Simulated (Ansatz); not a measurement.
Start from `C[O][Mg][F]` and change one atom or group to get `[OH][Mg][F]`.

Ansatz, PBE0-D4/def2-TZVP geometries, multiplicity 1. Each molecule was computed in one conformer, which needn't be the lowest.

```json
{"property": "HOMO energy (ωB97M-V/def2-TZVPP) / eV", "`C[O][Mg][F]`": "-9.84"}
{"property": "size of the dipole moment (PBE/def2-TZVPP) / D", "`C[O][Mg][F]`": "1.56"}
{"property": "HOMO–LUMO gap (PBE/def2-TZVPP) / eV", "`C[O][Mg][F]`": "3.74"}
{"property": "LUMO energy (PBE0/def2-TZVPP) / eV", "`C[O][Mg][F]`": "-1.39"}
{"property": "LUMO energy (ωB97M-V/def2-TZVPP) / eV", "`C[O][Mg][F]`": "-0.13"}
{"property": "HOMO energy (PBE/def2-TZVPP) / eV", "`C[O][Mg][F]`": "-5.90"}
```

Problem. Give the same properties after the change, and the shifts. (Best estimate.)

Solution. The calculation gave: 
```
                                      property  `[OH][Mg][F]`  shift
         HOMO energy (ωB97M-V/def2-TZVPP) / eV         -10.82  -0.98
size of the dipole moment (PBE/def2-TZVPP) / D           1.98   0.42
           HOMO–LUMO gap (PBE/def2-TZVPP) / eV           4.50   0.76
            LUMO energy (PBE0/def2-TZVPP) / eV          -1.38   0.01
         LUMO energy (ωB97M-V/def2-TZVPP) / eV          -0.13   0.00
             HOMO energy (PBE/def2-TZVPP) / eV          -6.64  -0.74
```

Dipoles are sizes alone; their direction can turn.
